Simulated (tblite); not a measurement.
C4H8Cl2OSi.
Bonds: C1–C2 (double), C2–O3, O3–Si4, Si4–C5, C5–Cl6, Si4–C7, C7–Cl8. Hydrogens: H9, H10 on C1; H11 on C2; H12 on Si4; H13, H14 on C5; H15, H16 on C7.

Computed geometry: GFN2-xTB, gas phase.

Question: List the bond lengths, angles and torsions at this level.

Answer: 
```json
{"bond": "C1=C2", "length (bohr)": "2.493", "order": "double"}
{"bond": "C2–O3", "length (bohr)": "2.550", "order": "single"}
{"bond": "O3–Si4", "length (bohr)": "3.067", "order": "single"}
{"bond": "Si4–C5, Si4–C7", "length (bohr)": "3.607", "order": "single"}
{"bond": "C5–Cl6, C7–Cl8", "length (bohr)": "3.372", "order": "single"}
{"bond": "C1–H9", "length (bohr)": "2.032", "order": "single"}
{"bond": "C1–H10", "length (bohr)": "2.028", "order": "single"}
{"bond": "C2–H11", "length (bohr)": "2.047", "order": "single"}
{"bond": "Si4–H12", "length (bohr)": "2.766", "order": "single"}
{"bond": "C5–H13, C7–H16", "length (bohr)": "2.055", "order": "single"}
{"bond": "C5–H14, C7–H15", "length (bohr)": "2.054", "order": "single"}
```

Bonds in one row agree within 0.02 bohr and their mean is given. Orders are formal, as drawn. A selection of angles:
```json
{"angle": "C1–C2–O3", "degrees": "126.1"}
{"angle": "C2–O3–Si4", "degrees": "134.3"}
{"angle": "O3–Si4–C5", "degrees": "102.6"}
{"angle": "O3–Si4–C7", "degrees": "111.8"}
{"angle": "C5–Si4–C7", "degrees": "108.4"}
{"angle": "Si4–C5–Cl6", "degrees": "109.6"}
```

Torsions: C1–C2–O3–Si4 -4° (synperiplanar); C2–O3–Si4–C5 178° (antiperiplanar); O3–Si4–C5–Cl6 61° (synclinal); O3–Si4–C7–Cl8 179° (antiperiplanar). The mirror-image conformer, all signs reversed, is as good.

Si4 (oxygen-bound silicon) is distorted tetrahedral (angles from 102.6° to 113.6°). Of the pairs four or more bonds apart, Si4···H9 is among the closest relative to their van der Waals radii: 2.99 Å, 91 % of the sum of Bondi's values.

Point group: C1 (no symmetry element, even within 0.4 Å). Its GFN2-xTB frequencies are all real (lowest 28 cm⁻¹). The numbers are those of one conformer. 3 starts were optimised and ended at 0.00, 1.69 and 1.69 kcal/mol (GFN2-xTB); the lowest of these is shown.

Time: 2.4 s of wall time. Hardware: an Arm Neoverse N1 with one thread, shared host with 64 logical CPUs at a one-minute load of 59. That covers the optimisation of the geometry.
